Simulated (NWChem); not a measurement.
Molecule: sulfur difluoride (SF2); SMILES FSF

```xyz
3

F      1.2275     0.0000    -0.4916
S      0.0000     0.0000     0.5530
F     -1.2275     0.0000    -0.4916
```
Atoms are numbered in this order, from 1.

All runs: NWChem. Coordinates come from a PBE0/def2-SVP optimisation.

Estimate the computed values for B3LYP/def2-SVP. Quantities: highest occupied level (eV); orbital gap (eV); dipole (D).


* **highest occupied level (eV)**: -6.87
* **orbital gap (eV)**: 5.26
* **dipole (D)**: 1.43
